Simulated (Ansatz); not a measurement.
Born–Oppenheimer molecular dynamics of BrCl3FHHf (7 atoms, charge 0, multiplicity 1). It starts at the highest image of a converged band, a first-order saddle point between two minima.

Method: Ansatz, RKS B3LYP-D4/def2-SVP.

```yaml
ensemble: NVE (velocity Verlet)
time_step: 0.5 fs
steps_asked: 200
starting_velocities_drawn_for: 100 K
seed: 4185
```

First frame:

```xyz
7
Properties=species:S:1:pos:R:3
Hf -0.312 0.000 -0.036
F -0.071 0.000 2.053
Cl 2.025 0.000 -0.231
Cl -0.882 1.919 -1.237
Cl -0.882 -1.919 -1.237
Br -2.743 0.000 1.439
H -1.266 0.000 2.210
```

(1) How far do the bonds stretch over the last three quarters of this one trajectory? (Pairs bonded in most of those frames.)

## Answers

(1) 
```csv
bond,mean (Å),spread (Å),shortest,longest
Hf1–F2,2.013,0.072,1.91,2.11
Hf1–Cl3,2.339,0.008,2.33,2.35
Hf1–Cl4,2.357,0.016,2.33,2.37
Hf1–Cl5,2.348,0.024,2.30,2.38
Hf1–Br6,2.905,0.053,2.85,3.04
Br6–H7,1.506,0.069,1.40,1.62
```

Pairs bonded in part of these frames only: Hf1–H7 48 %.

Mean temperature of the second half: 201 K. The conserved energy stayed within 0.013 meV per atom of its start (net change -0.0094 meV per atom), so the integration is sound. The kinetic energy rose, since the run started high on the potential surface and went downhill. A run of 0.1 ps of so small a system gives no equilibrium averages. The orbitals stay closed-shell, which can raise the energy where a bond breaks towards radicals; this wasn't checked here.

Run time: 12 min on 4 threads of Arm Neoverse V2, on a shared host, peak memory 0.43 GiB.
